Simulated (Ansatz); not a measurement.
`CC[N](C)[Ge]([F])([F])[N](C)CC`. The species carries charge 0 and has multiplicity 1. The geometry is a stationary point of PBE0-D4/def2-TZVP. It is one conformer, not always the lowest.

```xyz
27

C    -2.026    1.619    2.318
C    -1.943    0.144    1.966
N    -1.227   -0.105    0.727
C    -1.919    0.265   -0.487
Ge    0.135   -1.263    0.658
F     0.798   -1.295    2.259
F    -0.303   -2.923    0.422
N     1.291   -0.880   -0.657
C     2.157   -1.908   -1.195
C     1.770    0.484   -0.799
C     1.759    0.976   -2.236
H    -1.025    2.041    2.434
H    -2.552    2.193    1.551
H    -2.567    1.754    3.257
H    -1.438   -0.388    2.774
H    -2.957   -0.277    1.895
H    -2.071    1.348   -0.547
H    -1.337   -0.032   -1.361
H    -2.904   -0.218   -0.557
H     3.171   -1.849   -0.775
H     1.752   -2.895   -0.974
H     2.236   -1.823   -2.283
H     2.788    0.570   -0.389
H     1.135    1.138   -0.193
H     2.422    0.385   -2.872
H     0.752    0.926   -2.655
H     2.100    2.013   -2.281
```

Q: What is the dipole moment at r2SCAN/def2-TZVPP? (Estimate.)

A: The calculation gave: 3.09 D, with components (-0.27, 2.49, -1.81) D in this frame, pointing from negative to positive charge.

Q: And with PBE, B3LYP, ωB97M-V? (Best estimate.)

A: Computed: PBE 3.00 D, B3LYP 3.12 D, ωB97M-V 3.08 D.

Q: Give the Mulliken charges with r2SCAN, ωB97M-V, PBE in def2-TZVPP. (Estimate.)

A: Computed: 
```
atom  r2SCAN  ωB97M-V    PBE
  C1   -0.15    -0.29  -0.25
  C2    0.06    -0.09  -0.02
  N3   -0.25    -0.26  -0.17
  C4   -0.07    -0.24  -0.18
 Ge5    0.83     0.84   0.70
  F6   -0.37    -0.37  -0.34
  F7   -0.37    -0.37  -0.34
  N8   -0.26    -0.26  -0.18
  C9   -0.08    -0.25  -0.20
 C10    0.06    -0.13  -0.02
 C11   -0.15    -0.29  -0.25
 H12    0.04     0.10   0.08
 H13    0.04     0.09   0.07
 H14    0.04     0.10   0.08
 H15    0.05     0.11   0.08
 H16    0.02     0.10   0.06
 H17    0.06     0.12   0.08
 H18    0.05     0.10   0.08
 H19    0.06     0.13   0.09
 H20    0.05     0.12   0.08
 H21    0.07     0.12   0.10
 H22    0.05     0.11   0.09
 H23    0.03     0.11   0.06
 H24    0.04     0.11   0.07
 H25    0.05     0.10   0.08
 H26    0.04     0.10   0.08
 H27    0.04     0.10   0.08
```

B3LYP here is the variant with VWN-RPA as its local correlation; programs differ in this.
